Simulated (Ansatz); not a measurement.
Gas-phase electronic energies from Ansatz, PBE0-D4/def2-TZVP geometries. CBS: MP2 limit from def2 TZ/QZ plus the TZ coupled-cluster correction, frozen cores. Functionals use def2-TZVPP. For Br, Se outer-core shells are correlated without core-valence functions, which leaves a few kJ/mol of doubt a bond. Scalar relativity is left out up to krypton. One conformer a species, not always the lowest.

Consider the formal exchange of groups at the Se–C bond: `N=C=C([SiH3])[SeH]` + `[SiH3]Br` → `[SeH][SiH2]Br` + `N=C=C[SiH3]`.

`N=C=C([SiH3])[SeH]`:

Cartesian coordinates in Å:
```
N -0.155 2.548 -0.337
C -0.125 1.337 -0.374
C -0.230 0.032 -0.370
Si -0.103 -0.997 1.161
Se -0.634 -0.810 -2.049
H 0.714 3.060 -0.455
H -1.378 -1.721 1.394
H 0.203 -0.118 2.321
H 0.985 -1.997 0.995
H 0.722 -1.334 -2.287
```

`[SiH3]Br`:

Cartesian coordinates in Å:
```
Si -0.095 -0.065 -0.116
Br 1.193 0.818 1.461
H 0.762 -0.434 -1.266
H -1.098 0.946 -0.520
H -0.761 -1.264 0.441
```

`[SeH][SiH2]Br`:

```xyz
6

Se   -0.540    1.678    0.465
Si    0.128   -0.278   -0.455
Br   -1.033   -2.031    0.260
H     0.002    1.319    1.782
H     1.546   -0.557   -0.144
H    -0.102   -0.131   -1.909
```

`N=C=C[SiH3]`:

```xyz
9

N     0.112   -2.111   -1.202
C    -0.019   -1.306   -0.301
C    -0.275   -0.405    0.610
Si   -0.103    1.399    0.241
H     1.034   -2.511   -1.350
H    -0.587   -0.755    1.589
H     0.349    1.553   -1.165
H    -1.400    2.103    0.426
H     0.889    2.033    1.151
```

CCSD(T)/CBS gives -106.0 kJ/mol.

Question: Another level gave -101.2 kJ/mol. Which?
A. revPBE-D4/def2-TZVPP
B. RPA@PBE/def2-TZVPP
C. PBE/def2-TZVPP
D. r2SCAN0/def2-TZVPP

Answer: A. revPBE-D4 -101.2, RPA@PBE/def2-TZVPP -90.2, PBE -106.9, r2SCAN0 -112.1 kJ/mol.

Question: What do rigid-rotor, harmonic-oscillator terms from PBE0-D4/def2-TZVP frequencies (298.15 K, 1 bar) make of the CCSD(T)/CBS value? (Best estimate.)

Answer: The calculation gave: ΔZPE = +6.0 kJ/mol, ΔH = -100.3 kJ/mol, ΔS = 12 J/(mol·K), ΔG = -103.8 kJ/mol.

Largest T1 diagnostic among the species: 0.015.

In def2-TZVPP, CCSD(T) changes the Hartree–Fock value by +7.9 kJ/mol (the triples alone add +2.0 kJ/mol) and MP2 by +8.2 kJ/mol. At CCSD(T), def2-SVP lies +13.8 kJ/mol from the extrapolated value and def2-TZVPP +7.7 kJ/mol.
